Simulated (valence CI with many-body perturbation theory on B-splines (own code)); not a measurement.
# Er XXVII: E2, M1 decay

Method: relativistic CI+MBPT: six valence electrons over a frozen Dirac-Fock core [Kr], a basis of 7 s, 7 p, 8 d, 6 f, 4 g, 1 h functions for each j, with the one-electron correlation potential Σ1 (screened to all orders), the two-electron term Σ2, the three-electron term Σ3, Breit, model QED; selected single and double excitations, second order for the rest, scaled by the run's own slope (own B-spline code, finite nucleus).

The last digits are not significant, and no measured levels were compared; by estimate large intervals hold to a few tenths of a per cent, small ones and those within an open d or f shell to about a per cent. Core correlation moves these levels by up to 7400 cm⁻¹, and in measured spectra 5 to 20 % of such shifts remained as error; rates that hang on mixing are uncertain with them. Among the levels kept, up to 780 cm⁻¹ of a level comes from second order outside the variational space, and about a tenth of that is noise between levels of different J, which matters for small intervals. Only levels of the ground parity were solved; by the run's estimate the other parity begins above the list, which can be wrong where configurations are misplaced.

Lines 51 to 100 of 120 in falling wavelength, among levels below 401280 cm⁻¹, chosen from the decays that carry over 1 % of a level's rate. Wavelengths and rates use the calculated energies. Electric multipoles are in the length gauge, E1 and E2 with the static RPA response of the core. S is in atomic units (e²a₀⁴ for E2 and M2, e²a₀⁶ for E3), for M1 in squared Bohr magnetons. Weak lines are less certain than strong ones. Lines between different terms over intervals too small for the method are left out, as are lines whose strength nearly cancels. The highest levels of a list are the least certain.

Levels are named by their leading jj configuration (3d3/2^4 stands for four electrons in 3d with j = 3/2), which in mixed levels can hold well under half, so a name can repeat and another be missing. Letters in brackets count levels of one name in rising energy.

```tsv
λ vac (nm)	Upper	Lower	Type	A (s⁻¹)	S (a.u.)
117.7	(4d3/2^2 4d5/2^4) J=2 [c]	(4d3/2^3 4d5/2^3) J=3 [c]	M1	5.21e+03	1.57e+00
117.1	(4d3/2^2 4d5/2^4) J=0 [a]	(4d3/2^3 4d5/2^3) J=1 [a]	M1	2.55e+04	1.51e+00
114.0	(4d3/2^3 4d5/2^3) J=1 [b]	(4d3/2^4 4d5/2^2) J=0	M1	3.68e+03	6.06e-01
111.7	(4d3/2 4d5/2^5) J=2	(4d3/2^2 4d5/2^4) J=2 [b]	M1	4.25e+03	1.10e+00
110.9	(4d3/2^2 4d5/2^4) J=2 [a]	(4d3/2^3 4d5/2^3) J=3 [a]	M1	1.22e+04	3.09e+00
110.3	(4d3/2 4d5/2^5) J=1	(4d3/2^2 4d5/2^4) J=0 [a]	M1	8.11e+03	1.21e+00
110.2	(4d3/2^2 4d5/2^4) J=2 [d]	(4d3/2^2 4d5/2^4) J=1	M1	6.38e+02	1.58e-01
109.8	(4d3/2^3 4d5/2^3) J=2 [a]	(4d3/2^4 4d5/2^2) J=2	M1	6.73e+03	1.65e+00
108.0	(4d3/2^2 4d5/2^4) J=4 [c]	(4d3/2^3 4d5/2^3) J=3 [c]	M1	5.15e+03	2.17e+00
107.4	(4d3/2^2 4d5/2^4) J=4 [a]	(4d3/2^3 4d5/2^3) J=4 [a]	M1	1.57e+04	6.48e+00
107.3	(4d3/2^2 4d5/2^4) J=6	(4d3/2^3 4d5/2^3) J=6	M1	5.14e+03	3.06e+00
106.9	(4d3/2^2 4d5/2^4) J=1	(4d3/2^3 4d5/2^3) J=2 [a]	M1	1.86e+03	2.53e-01
106.1	(4d3/2^3 4d5/2^3) J=3 [b]	(4d3/2^4 4d5/2^2) J=2	M1	8.44e+02	2.62e-01
105.5	(4d3/2^2 4d5/2^4) J=6	(4d3/2^3 4d5/2^3) J=5	M1	2.26e+03	1.28e+00
104.8	(4d3/2^3 4d5/2^3) J=5	(4d3/2^4 4d5/2^2) J=4	M1	1.89e+03	8.85e-01
103.4	(4d3/2 4d5/2^5) J=2	(4d3/2^2 4d5/2^4) J=1	M1	7.54e+03	1.54e+00
103.2	(4d3/2^2 4d5/2^4) J=2 [c]	(4d3/2^3 4d5/2^3) J=1 [b]	M1	3.47e+03	7.07e-01
103.1	(4d3/2^3 4d5/2^3) J=6	(4d3/2^4 4d5/2^2) J=4	E2	1.04e-01	1.41e-03
103.1	(4d3/2 4d5/2^5) J=4	(4d3/2^2 4d5/2^4) J=3 [b]	M1	5.49e+03	2.01e+00
102.8	(4d3/2^2 4d5/2^4) J=4 [b]	(4d3/2^3 4d5/2^3) J=3 [b]	M1	2.12e+03	7.67e-01
102.5	(4d3/2^2 4d5/2^4) J=2 [b]	(4d3/2^3 4d5/2^3) J=3 [b]	M1	3.17e+03	6.33e-01
102.4	(4d3/2 4d5/2^5) J=1	(4d3/2^2 4d5/2^4) J=2 [a]	M1	2.60e+04	3.10e+00
99.31	(4d3/2^2 4d5/2^4) J=2 [b]	(4d3/2^3 4d5/2^3) J=2 [a]	M1	5.40e+03	9.81e-01
98.34	(4d3/2^2 4d5/2^4) J=2 [c]	(4d3/2^3 4d5/2^3) J=2 [b]	M1	5.72e+03	1.01e+00
97.75	(4d3/2^2 4d5/2^4) J=3 [a]	(4d3/2^3 4d5/2^3) J=4 [a]	M1	6.45e+03	1.56e+00
97.74	(4d3/2^2 4d5/2^4) J=4 [c]	(4d3/2^3 4d5/2^3) J=4 [b]	M1	4.08e+03	1.27e+00
97.09	(4d3/2^2 4d5/2^4) J=5	(4d3/2^3 4d5/2^3) J=4 [a]	M1	4.58e+02	1.71e-01
95.63	(4d3/2^2 4d5/2^4) J=4 [a]	(4d3/2^3 4d5/2^3) J=3 [a]	M1	4.31e+02	1.26e-01
91.06	(4d3/2 4d5/2^5) J=4	(4d3/2^2 4d5/2^4) J=5	M1	1.07e+04	2.69e+00
90.49	(4d3/2 4d5/2^5) J=4	(4d3/2^2 4d5/2^4) J=3 [a]	M1	4.59e+02	1.13e-01
88.94	(4d3/2^3 4d5/2^3) J=3 [b]	(4d3/2^4 4d5/2^2) J=4	M1	4.77e+03	8.72e-01
88.05	(4d3/2 4d5/2^5) J=1	(4d3/2^3 4d5/2^3) J=0	M1	1.19e+03	9.07e-02
87.93	(4d3/2^2 4d5/2^4) J=3 [a]	(4d3/2^3 4d5/2^3) J=3 [a]	M1	8.31e+03	1.47e+00
87.50	(4d3/2^2 4d5/2^4) J=4 [b]	(4d3/2^3 4d5/2^3) J=5	M1	7.49e+03	1.67e+00
86.54	(4d3/2^2 4d5/2^4) J=2 [d]	(4d3/2^2 4d5/2^4) J=3 [a]	M1	2.02e+02	2.43e-02
86.37	(4d3/2^2 4d5/2^4) J=3 [b]	(4d3/2^3 4d5/2^3) J=4 [a]	M1	1.98e+03	3.31e-01
86.06	(4d3/2 4d5/2^5) J=1	(4d3/2^3 4d5/2^3) J=2 [b]	M1	1.45e+04	1.03e+00
84.92	(4d3/2^3 4d5/2^3) J=2 [b]	(4d3/2^4 4d5/2^2) J=2	M1	6.97e+02	7.91e-02
83.56	(4d3/2 4d5/2^5) J=4	(4d3/2^2 4d5/2^4) J=4 [a]	M1	1.79e+04	3.48e+00
83.07	(4d3/2^3 4d5/2^3) J=0	(4d3/2^4 4d5/2^2) J=2	E2	6.32e+01	2.23e-02
82.28	(4d3/2 4d5/2^5) J=2	(4d3/2^2 4d5/2^4) J=3 [a]	M1	1.21e+04	1.25e+00
81.60	(4d3/2^3 4d5/2^3) J=1 [b]	(4d3/2^4 4d5/2^2) J=2	M1	9.44e+02	5.71e-02
79.85	(4d3/2^2 4d5/2^4) J=2 [c]	(4d3/2^3 4d5/2^3) J=3 [b]	M1	1.25e+03	1.18e-01
78.86	(4d3/2^2 4d5/2^4) J=1	(4d3/2^3 4d5/2^3) J=1 [a]	M1	5.70e+03	3.11e-01
78.62	(4d3/2^2 4d5/2^4) J=3 [b]	(4d3/2^3 4d5/2^3) J=3 [a]	M1	1.85e+02	2.33e-02
77.92	(4d3/2^2 4d5/2^4) J=2 [c]	(4d3/2^3 4d5/2^3) J=2 [a]	M1	1.26e+03	1.10e-01
74.36	(4d3/2^3 4d5/2^3) J=3 [c]	(4d3/2^4 4d5/2^2) J=2	M1	1.93e+03	2.06e-01
73.61	(4d3/2 4d5/2^5) J=4	(4d3/2^3 4d5/2^3) J=3 [c]	M1	4.38e+02	5.82e-02
73.39	(4d3/2^2 4d5/2^4) J=2 [a]	(4d3/2^4 4d5/2^2) J=2	M1	1.28e+03	9.38e-02
71.87	(4d3/2^2 4d5/2^4) J=2 [d]	(4d3/2^2 4d5/2^4) J=2 [a]	M1	3.39e+02	2.33e-02
```
